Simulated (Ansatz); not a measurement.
CH$_{7}$BOSi, SMILES `OBC[SiH3]`, relaxed with RKS PBE0-D4/def2-TZVP in the Gaussian-basis code of Ansatz from a PBE-D4/def2-SVP geometry. The force threshold is 0.005 eV/Å; the program also tests the step.

Charge 0, multiplicity 1.

Start:

```xyz
11

O    -0.235   -0.790    1.700
B    -0.819    0.282    1.092
C    -0.398    0.647   -0.380
Si    0.984   -0.395   -1.152
H    -0.566   -0.935    2.605
H    -1.660    0.932    1.704
H    -0.124    1.726   -0.413
H    -1.309    0.586   -1.020
H     1.286    0.082   -2.551
H     2.253   -0.290   -0.349
H     0.588   -1.844   -1.237
```

**Question.** How much energy does the relaxation release, and in how many steps? (An estimate is asked.)

**Answer.** Ansatz gave: 12.34 kJ/mol, in 31 steps, 4 of them rejected.

**Question.** Which bonds change most? (Best estimate.)

**Answer.** Computed: B2–C3 from 1.574 to 1.552 Å; B2–H6 from 1.227 to 1.205 Å; Si4–H9 from 1.508 to 1.488 Å; C3–H8 from 1.115 to 1.094 Å.

**Question.** Give the relaxed structure. (Estimate.)

**Answer.** The calculation gave: 
```xyz
11

O    -1.328   -0.841    1.548
B    -0.600    0.222    1.120
C    -0.511    0.508   -0.403
Si    1.062   -0.221   -1.131
H    -1.299   -0.959    2.499
H    -0.013    0.896    1.928
H    -0.462    1.583   -0.604
H    -1.352    0.075   -0.954
H     1.170    0.113   -2.577
H     2.262    0.324   -0.439
H     1.072   -1.700   -0.986
```
